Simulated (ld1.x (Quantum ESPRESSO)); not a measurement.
## Logarithmic derivatives: ruthenium, ultrasoft

ld1.x (Quantum ESPRESSO) 7.5 input, shortened:

```
&input
   title='Ru', zed=44., rel=2, dft='PW91', iswitch=3,
   config='[Kr] 4d5 5s0 5p0', rel_dist='average'
 /
 &inputp
   pseudotype=3, tm=.true., lloc=-1, rcloc=1.30,
   nlcc=.true.,
   which_augfun='PSQ', rmatch_augfun_nc=.true.
 /
6
5S  1  0   0.00   0.00  1.95  2.20  0.0
5S  1  0   0.00  -1.40  1.95  2.20  0.0
4P  2  1   6.00   0.00  1.45  1.70  0.0
5P  3  1   0.00   0.00  1.45  1.70  0.0
4D  3  2   5.00   0.00  2.05  2.25  0.0
4D  3  2   0.00   0.30  2.05  2.25  0.0
 &test
   configts(1)='4p6 4d5 5s0 5p0'
 /
```

Open shells are filled in proportion to 2j + 1 (rel_dist='average').

The phase is arctan(r·u′/u) with u = r·R(r), unwrapped; energies in Ry, scanned from -8 to 5 Ry. A pole is an energy at which the radial function vanishes at the test radius. The pseudo phase is shifted by a multiple of π to meet the all-electron one at the reference energy, and phase errors are pseudo minus all-electron; the curves can meet again beyond the range given. Levels narrower than the energy grid can be missing from the lists of poles.

For each channel, where are the poles, and over which energies does the pseudopotential scatter like the atom?

| channel | radius (bohr) | reference energy (Ry) | poles, all-electron | poles, pseudo | unbroken range about the reference energy with phases within 0.05 rad | phase error 1 Ry above the reference energy (rad) |
| --- | --- | --- | --- | --- | --- | --- |
| s | 2.45 | -2.12 | 0.68 | 0.61, 2.25 | -8.0 to 1.4 | -0.000 |
| p1/2 | 2.45 | -1.66 | -6.04, 1.92 | -6.04, 1.93 | the whole range | +0.000 |
| p3/2 | 2.45 | -1.62 | -5.77, 2.14 | -5.77, 2.15 | the whole range | +0.000 |
| d3/2 | 2.45 | -2.77 | -2.42, 4.50 | -2.42, 3.87 | below 4.3 | -0.002 |
| d5/2 | 2.45 | -2.74 | -2.37, 4.55 | -2.37, 3.90 | below 4.2 | -0.002 |

Note: ghost state, extra bound levels that the all-electron valence spectrum of the same l lacks: s at -182.9 eV (p1/2, p3/2 not tested). A true bound ghost makes a file unfit for plane-wave use. Its overlap operator is not positive definite in a basis up to 400 Ry (lowest eigenvalue p1/2 -0.05, p3/2 -0.02), so the file is unfit for use: the generalised eigenproblem breaks down once the basis is large enough, and its test numbers describe a broken file.

Phases in the d3/2 channel:

```csv
E (Ry),all-electron,pseudo
-8.00,1.403,1.402
-7.76,1.399,1.398
-7.52,1.395,1.394
-7.28,1.391,1.390
-7.04,1.387,1.386
-6.80,1.382,1.381
-6.56,1.376,1.375
-6.32,1.370,1.369
-6.08,1.364,1.363
-5.84,1.357,1.355
-5.60,1.348,1.347
-5.36,1.339,1.337
-5.12,1.328,1.326
-4.88,1.315,1.313
-4.64,1.299,1.297
-4.40,1.279,1.277
-4.16,1.253,1.250
-3.92,1.216,1.213
-3.68,1.157,1.155
-3.44,1.049,1.046
-3.20,0.768,0.763
-2.96,-0.331,-0.334
-2.72,-1.288,-1.288
-2.48,-1.535,-1.536
-2.24,-1.641,-1.642
-2.00,-1.704,-1.706
-1.76,-1.752,-1.754
-1.52,-1.794,-1.795
-1.28,-1.835,-1.837
-1.04,-1.879,-1.881
-0.80,-1.930,-1.931
-0.56,-1.992,-1.994
-0.32,-2.075,-2.076
-0.08,-2.191,-2.192
0.16,-2.364,-2.365
0.40,-2.635,-2.636
0.64,-3.038,-3.041
0.88,-3.502,-3.511
1.12,-3.872,-3.885
1.36,-4.114,-4.129
1.60,-4.268,-4.284
1.84,-4.371,-4.389
2.08,-4.444,-4.463
2.32,-4.499,-4.519
2.56,-4.541,-4.563
2.80,-4.575,-4.599
3.04,-4.603,-4.629
3.28,-4.627,-4.656
3.52,-4.648,-4.680
3.76,-4.666,-4.702
4.00,-4.682,-4.724
4.24,-4.697,-4.745
4.48,-4.712,-4.767
4.72,-4.725,-4.790
4.96,-4.738,-4.816
```
